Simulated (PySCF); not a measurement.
Bromine: a sound run and one with changed settings

Sound run: Br [Ar] 3d10 4s2 4p5, Br+ [Ar] 3d10 4s2 4p4. Calculation: PySCF 2.14, in x2c-TZVPall; the spin-free X2C one-electron Hamiltonian (Gaussian nucleus). In the sound run the correlated levels freeze [Ar] 3d10. The sound run starts from symmetry-adapted Hartree-Fock orbitals and uses a fine grid where one is needed.

Changed run: basis STO-3G, all-electron and non-relativistic. This setting is unsound on purpose.

```
species  method  sound run (hartree)  changed run (hartree)  converged
     Br     UHF          -2604.41488            -2544.63678        yes
     Br   M06-L          -2606.10836            -2546.02904        yes
     Br    BP86          -2606.54102            -2546.13515        yes
     Br     MP2          -2604.54894            -2544.63678        yes
    Br+     UHF          -2604.02086            -2544.32459        yes
    Br+   M06-L          -2605.68270            -2545.66624        yes
    Br+    BP86          -2606.10201            -2545.77635        yes
    Br+     MP2          -2604.12488            -2544.32459        yes
```

Ionisation energy of Br:

```tsv
method	sound run (eV)	changed run (eV)
UHF	10.722	8.495
M06-L	11.583	9.872
BP86	11.946	9.764
MP2	11.539	8.495
SCS-MP2	11.537	8.495
```

A minimal basis cannot let orbitals breathe on ionisation and holds almost no correlation. The Hamiltonian changed with the basis, so the totals do not compare.

For comparison, NIST gives 11.814 eV between the lowest levels.
